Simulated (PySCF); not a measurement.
C7H7NO (charge +1 and doublet state).
Z-matrix (Å and degrees, GFN2-xTB geometry), rows numbered from 1:
```
C 
C   1  1.3951
N   2  1.3078  1  121.02
C   3  1.3061  2  124.93  1    -1.53
C   4  1.3903  3  118.35  2     0.38
C   1  1.3833  2  116.30  3     1.47
C   6  1.4900  1  131.93  2   179.59
O   7  1.4029  6  106.49  1  -179.99
C   8  1.4006  7  111.68  6     0.19
H   1  1.0778  2  120.80  3  -178.97
H   2  1.0812  1  121.80  3   179.79
H   4  1.0813  3  118.20  2   179.64
H   7  1.1022  6  113.54  1   -59.81
H   7  1.1025  6  112.36  1    60.53
H   9  1.1027  5  113.61  4   -59.16
H   9  1.1032  5  112.86  4    61.32
```

Identity: `[CH]1[CH+]N=CC2=C1COC2` [radical] (charge +1).

Method used: PySCF, UKS B3LYP, pcH-1 on C H N O, non-relativistic, mean-field spin-orbit, GIAO. Isolated species at its GFN2-xTB geometry, gas phase. A GFN2-xTB geometry isn't a minimum of the functional, and hyperfine couplings can be far from their values at a DFT geometry, by a factor of two or more for some ions and for spin on atoms past the first row. No stability test was run, so a lower SCF solution isn't excluded.

Q: Where do the isotropic ENDOR lines of N3, H15/H16, H13/H14, H12, H11 and H10 fall at 1215.9 mT, to first order?

A: ν± = |νn ± a/2|, one line for each electron-spin manifold; νn = |g_N| × 7.62259 MHz/T × B.

| nuclei | isotope | g_N | νn (MHz) | a_iso (MHz) | lower line (MHz) | upper line (MHz) |
| --- | --- | --- | --- | --- | --- | --- |
| N3 | 14N | 0.4038 | 3.74 | 62.18 | 27.35 | 34.83 |
| H15/H16 | 1H | 5.5857 | 51.77 | 159.95 | 28.20 | 131.74 |
| H13/H14 | 1H | 5.5857 | 51.77 | 123.52 | 9.99 | 113.53 |
| H12 | 1H | 5.5857 | 51.77 | 32.89 | 35.33 | 68.21 |
| H11 | 1H | 5.5857 | 51.77 | 31.13 | 36.21 | 67.33 |
| H10 | 1H | 5.5857 | 51.77 | 8.42 | 47.56 | 55.98 |

Q: Which pairs are centred on the nuclear Larmor frequency, and which on half the coupling?

A: Centred on νn, since |a| < 2νn: H12, H11 and H10. Centred on |a|/2 and split by 2νn: N3, H15/H16 and H13/H14.

Q: At what field would the lower line of H15/H16 fall to zero frequency?

A: Where νn = |a|/2, that is B = 79.97 MHz/(5.5857 × 7.62259 MHz/T) = 1880 mT, as far as first order holds there.

Class means assume fast exchange of nuclei equivalent by connectivity; if that motion is slow, each nucleus keeps its own coupling. The 1H value of +123.5 MHz is a mean of couplings from 114.2 to 132.8 MHz in this one geometry, not an average over conformers. The 1H value of +159.9 MHz is a mean of couplings from 151.0 to 168.9 MHz in this one geometry, not an average over conformers.

The SMILES draws the unpaired electron on C1; the largest computed Mulliken spin population is on N3 (0.32 against 0.00).
